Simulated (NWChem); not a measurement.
Molecule: C$_{2}$H$_{7}$BO$_{2}$; SMILES B(O)(O)CC

```xyz
12

B      0.0019     0.5948    -0.0090
C     -0.7717    -0.7835    -0.0556
C      0.1000    -2.0294     0.0441
H     -1.3576    -0.8022    -0.9949
H     -1.5360    -0.7824     0.7446
H      0.6570    -2.0512     0.9933
H      0.8489    -2.0549    -0.7617
H     -0.4920    -2.9560    -0.0172
O      1.3610     0.6080    -0.0188
H      1.7018     1.5095     0.0043
O     -0.6369     1.8063     0.0320
H     -1.5944     1.7264     0.0391
```
Atoms are numbered in this order, from 1.

Results from NWChem. Geometry: optimised at PBE0/def2-SVP.

Problem. Among these, which level gives the lowest value of “orbital gap (eV)”?
A. PBE0/def2-SVPD
B. PBE0/def2-SVP
C. PBE0/def2-TZVPP
D. PBE0/def2-TZVP

Solution. A, PBE0/def2-SVPD. Values: PBE0/def2-SVPD 8.74; PBE0/def2-TZVPP 9.31; PBE0/def2-TZVP 9.31; PBE0/def2-SVP 10.01
